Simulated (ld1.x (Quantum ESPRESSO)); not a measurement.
# Scattering properties, TM potential for rhenium (Re)

ld1.x (Quantum ESPRESSO) 7.5 input, shortened:

```
&input
   title='Re', zed=75., rel=2, dft='PZ', iswitch=3,
   config='[Xe] 4f14 5d5 5f-2 6s1 6p0', rel_dist='average'
 /
 &inputp
   pseudotype=2, tm=.true., lloc=2,
   nlcc=.true., new_core_ps=.true.
 /
4
6S  1  0   1.00   0.00  2.10  2.10  0.0
6P  2  1   0.00   0.00  3.10  3.10  0.0
5F  4  3  -2.00  -0.05  3.40  3.40  0.0
5D  3  2   5.00   0.00  1.35  1.35  0.0
 &test
   configts(1)='5d5 6s1 6p0'
 /
```

Open shells are filled in proportion to 2j + 1 (rel_dist='average').

The phase is arctan(r·u′/u) with u = r·R(r), unwrapped; energies in Ry, scanned from -3 to 5 Ry. A pole is an energy at which the radial function vanishes at the test radius. The pseudo phase is shifted by a multiple of π to meet the all-electron one at the reference energy, and phase errors are pseudo minus all-electron; the curves can meet again beyond the range given. Levels narrower than the energy grid can be missing from the lists of poles. Where the grid stepped over a known ghost or core level, its pole and its step of π were put in at the level’s energy.

| channel | radius (bohr) | reference energy (Ry) | poles, all-electron | poles, pseudo | unbroken range about the reference energy with phases within 0.05 rad | phase error 1 Ry above the reference energy (rad) |
| --- | --- | --- | --- | --- | --- | --- |
| s | 3.72 | -0.96 | -0.52, 3.46 | -0.52, 3.07 | below 0.9 | -0.002 |
| p1/2 | 3.72 | -0.58 | 0.19, 4.33 | 0.23, 4.34 | below 1.3 | +0.014 |
| p3/2 | 3.72 | -0.51 | 0.44, 4.77 | -1.19, 0.46, 4.34 | -1.1 to 2.0 | +0.004 |
| d3/2 | 3.72 | -1.01 | -0.94, 1.93 | -0.89, 1.96 | not even at the reference energy | +0.037 |
| d5/2 | 3.72 | -0.94 | -0.86, 2.00 | -0.89, 1.96 | not even at the reference energy | -0.029 |
| f5/2 | 3.72 | -0.05 | 1.42, 4.60 | 1.44 | below 2.3 | +0.004 |
| f7/2 | 3.72 | -0.05 | 1.43, 4.62 | 1.45 | below 2.3 | +0.004 |

Note: ghost states, extra bound levels that the all-electron valence spectrum of the same l lacks: s at -50.1 eV, p3/2 at -16.2 eV, p1/2 at -7.2 eV. A true bound ghost makes a file unfit for plane-wave use. The potential misses its own reference levels by up to 0.6 eV.

Phases in the p3/2 channel:

| E (Ry) | all-electron | pseudo |
| --- | --- | --- |
| -3.00 | 1.390 | 4.530 |
| -2.76 | 1.379 | 4.518 |
| -2.52 | 1.365 | 4.505 |
| -2.28 | 1.349 | 4.488 |
| -2.04 | 1.327 | 4.466 |
| -1.80 | 1.299 | 4.436 |
| -1.56 | 1.259 | 4.391 |
| -1.32 | 1.196 | 4.310 |
| -1.08 | 1.082 | 1.115 |
| -0.84 | 0.818 | 0.829 |
| -0.60 | 0.008 | 0.010 |
| -0.36 | -0.987 | -0.985 |
| -0.12 | -1.330 | -1.327 |
| 0.12 | -1.471 | -1.468 |
| 0.36 | -1.550 | -1.547 |
| 0.60 | -1.607 | -1.603 |
| 0.84 | -1.654 | -1.650 |
| 1.08 | -1.700 | -1.696 |
| 1.32 | -1.753 | -1.750 |
| 1.56 | -1.824 | -1.824 |
| 1.80 | -1.938 | -1.948 |
| 2.04 | -2.173 | -2.228 |
| 2.28 | -2.818 | -3.066 |
| 2.52 | -3.832 | -4.029 |
| 2.76 | -4.267 | -4.359 |
| 3.00 | -4.438 | -4.495 |
| 3.24 | -4.526 | -4.568 |
| 3.48 | -4.580 | -4.616 |
| 3.72 | -4.618 | -4.650 |
| 3.96 | -4.647 | -4.677 |
| 4.20 | -4.670 | -4.700 |
| 4.44 | -4.689 | -4.721 |
| 4.68 | -4.706 | -4.742 |
| 4.92 | -4.722 | -4.762 |
